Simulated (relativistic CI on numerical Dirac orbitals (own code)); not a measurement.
## Hyperfine structure of Tc³⁸⁺, mass number 99

Method of calculation: Dirac-Coulomb-Breit CI, separate exchange-only KLI orbitals for each configuration, model QED, unscaled Slater integrals (own radial code, finite nucleus).

Configuration list (outside the closed core 1s2): 2s2 2p, 2s 2p2, 2p3, 2p2 3s, 2p2 3p, 2p2 3d, 2s2 3s, 2s2 3p, 2s2 3d, 2s 2p 3s, 2s 2p 3p, 2s 2p 3d, 2s2 4s, 2s2 4p, 2s2 4d, 2s2 4f. Levels of other configurations are missing.

Nuclear spin I = 9/2, μ = 5.678 μN, Q = -0.129 b (tables of Stone and Pyykkö). The electronic factors are computed for point nuclear moments, without core polarisation or the Bohr-Weisskopf and QED corrections.

```json
{"Level": "2s2 2p 2P°_1/2", "E (cm⁻¹)": "0", "A (GHz)": "1125", "B (GHz)": ""}
{"Level": "2s 2p2 4P_1/2", "E (cm⁻¹)": "928241", "A (GHz)": "3163", "B (GHz)": ""}
{"Level": "2s2 2p 2P°_3/2", "E (cm⁻¹)": "1067813", "A (GHz)": "192.9", "B (GHz)": "-36.4"}
{"Level": "2s 2p2 4P_3/2", "E (cm⁻¹)": "1727314", "A (GHz)": "914.3", "B (GHz)": "-29.1"}
{"Level": "2s 2p2 4P_5/2", "E (cm⁻¹)": "1923878", "A (GHz)": "1024", "B (GHz)": "-11.1"}
{"Level": "2s 2p2 2D_3/2", "E (cm⁻¹)": "2248437", "A (GHz)": "-11.38", "B (GHz)": "-29.6"}
{"Level": "2s 2p2 2P_1/2", "E (cm⁻¹)": "2288013", "A (GHz)": "-752.7", "B (GHz)": ""}
{"Level": "2s 2p2 2D_5/2", "E (cm⁻¹)": "2952146", "A (GHz)": "884", "B (GHz)": "-25.2"}
```

Levels with J = 0, under 50 % of one LS term, or S terms without an open s electron are left out. Small factors come from cancelling terms and can be off by tens of per cent or more.

At this charge energies of transitions that change n are usually good to better than 1 %, and those within a shell (Δn = 0) to a few per cent.

Question: Give the hyperfine levels of 2s2 2p 2P°_1/2 relative to its centre of gravity.

Answer: With K = F(F + 1) − I(I + 1) − J(J + 1), E = AK/2: F = 4: -3095, F = 5: 2532 GHz.

LS names give the leading component of a level, which can be under half, so a name can repeat, a term be missing and a line seem to break the LS rules.
